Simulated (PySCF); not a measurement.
Level of theory: PBE-D3(BJ)/def2-TZVP // r2SCAN-D4/def2-TZVP run with PySCF. All species are isolated molecules in the gas phase. Delta-SCF ions had no search for a lower state. Excitations are Tamm–Dancoff values on a coarser integration grid. The basis has no diffuse functions, so Rydberg states are missing or too high.

Reference species (SMILES): `[SiH2]1BC1` (neutral, multiplicity 1).

| Property | Result |
|---|---|
| vertical ionisation energy (Delta-SCF) | 9.05 eV |
| T1 excitation (TDA) | 2.94 eV |
| dipole moment | 0.96 D |
| HOMO–LUMO gap | 3.53 eV |

Changed species: `C=B[SiH3]`.

Task: Give the shifts of the vertical ionisation energy (Delta-SCF), T1 excitation (TDA), dipole moment and HOMO–LUMO gap.

Result: the vertical ionisation energy (Delta-SCF) drops by 0.11 eV, to 8.94 eV; the T1 excitation (TDA) falls by 0.53 eV, to 2.41 eV; the dipole moment falls by 0.64 D, to 0.32 D; the HOMO–LUMO gap drops by 0.75 eV, to 2.78 eV.
